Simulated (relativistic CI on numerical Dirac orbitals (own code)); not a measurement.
Input to a radial Dirac CI calculation:

```
atom Hg  Z=80  charge=78  electrons=2
nucleus A=202  rms_radius_fm=5.4648
hamiltonian dirac-coulomb  breit=on  qed=on  c_scale=1
orbitals kli  potential=per-configuration
slater_scale 1
correlation none
mixing on
configurations
  1s2
  1s 2p
  1p 2p
  1s 1p
end
```

(1) How did the run end?

Results:

(1) The self-consistent field of one configuration failed: SCF of 1p 2p ended with code -1.
